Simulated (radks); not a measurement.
Results of a calculation; reference values are marked as such.
Q: Coherent X-ray form factor from a spherical all-electron density. Code: a radial shooting solver on a logarithmic mesh with Libxc functionals. Model: scalar-relativistic Kohn-Sham, PBE, spin-polarised, spherical densities, finite nucleus; Fermi nuclear charge, rms radius of each element as measured or else 0.836 A^(1/3) + 0.57 fm.

sin(theta)/lambda (1/angstrom),f0 (electrons)
0.05,15.957
0.1,15.830
0.15,15.622
0.2,15.338
0.25,14.988
0.3,14.580
0.4,13.631
0.5,12.580
0.6,11.509
0.8,9.555
1,8.050
1.25,6.775
1.5,5.909
2,4.548

The species is in the configuration that NIST lists as its ground one. Which atom or ion scatters so?

A: The germanium ion Ge16+, [Ne] 3s2 3p4. Extrapolating in s^2 from the first two rows gives f0(0) = 16.0, near the electron count 16; among species with that count, the fall with angle is slower the higher Z, and the table is that of Z = 32; from so few rows the species is fixed only to a neighbour or two.
